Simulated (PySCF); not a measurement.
Run record: geometry optimisation, `O=C=C[C@@H](Cl)[GeH3]`.

Method: PBE0-D3(BJ)/def2-SVP geometry optimisation, gas phase (PySCF 2.14.0). Start geometry: GFN2-xTB. The command runs a driver script over a list of jobs; the input below is this job's line of settings and its coordinates in Å.

Command:
```bash
OMP_NUM_THREADS=1 python probes_run.py task.json out
```

Input:
```
{"job": {"xc": "PBE0", "basis": "def2-SVP", "d3": "d3bj", "grid": 1, "shake": 0.01, "kind": "geom"}, "charge": 0, "multiplicity": 1}
O     -2.966040     1.573160    -0.794850
C     -2.117390     0.835060    -0.720540
C     -1.104300     0.049430    -0.644660
C     -0.161050     0.038220     0.550530
Cl    -0.603730    -1.376920     1.618160
Ge     1.713160    -0.270750     0.124490
H     -0.915770    -0.696830    -1.397510
H     -0.348380     0.925020     1.161890
H      1.802960    -1.550940    -0.610970
H      2.258230     0.833450    -0.706830
H      2.480420    -0.384740     1.404620
```

Output:
```
step   0  E = -2728.52556576  max force = 0.062498
step   1  E = -2728.53432474  max force = 0.012651
step   2  E = -2728.53520302  max force = 0.003592
step   3  E = -2728.53529590  max force = 0.001936
step   4  E = -2728.53538485  max force = 0.001829
step   5  E = -2728.53541692  max force = 0.000738
step   6  E = -2728.53542818  max force = 0.000733
step   7  E = -2728.53543501  max force = 0.001274
step   8  E = -2728.53543831  max force = 0.001558
step   9  E = -2728.53544428  max force = 0.000929
step  10  E = -2728.53544344  max force = 0.000594
step  11  E = -2728.53544137  max force = 0.001024
step  12  E = -2728.53544739  max force = 0.000768
step  13  E = -2728.53545165  max force = 0.000318
optimisation converged
```

Energies in Eh; «max force» is the largest Cartesian gradient component in Eh/bohr.

**Question.** How much energy does the optimisation release, in eV?

**Answer.** E(step 0) − E(last step) = 0.009886 Eh, which is 0.269 eV.

**Question.** Give the first gradient maximum in eV/Å.

**Answer.** With 1 Eh/bohr = 51.422 eV/Å, 3.214 eV/Å.

Summary of the converged run: final energy -2728.53545 Eh after 13 steps; dipole 1.45 D.

**Question.** Give the final coordinates.

**Answer.** 0.108 Å rms from the input after alignment:
```
atom  x, y, z in Å
O1    -2.8643    0.5840   -0.7375
C2    -2.0617   -0.2508   -0.6902
C3    -1.1181   -1.1752   -0.6387
C4    -0.2386   -1.3380    0.5491
Cl5   -0.6996   -2.7928    1.5485
Ge6    1.6579   -1.5643    0.0390
H7    -1.0581   -1.8644   -1.4860
H8    -0.3305   -0.4775    1.2261
H9     1.7294   -2.7529   -0.9331
H10    2.1356   -0.2785   -0.6632
H11    2.5003   -1.8363    1.2937
```

The run took 2.1 min wall on one thread of an Arm Neoverse V1 (shared host), and the process peaked at 0.50 GiB of memory.
Labels such as C1 count atoms from 1, the log's own numbers from 0.
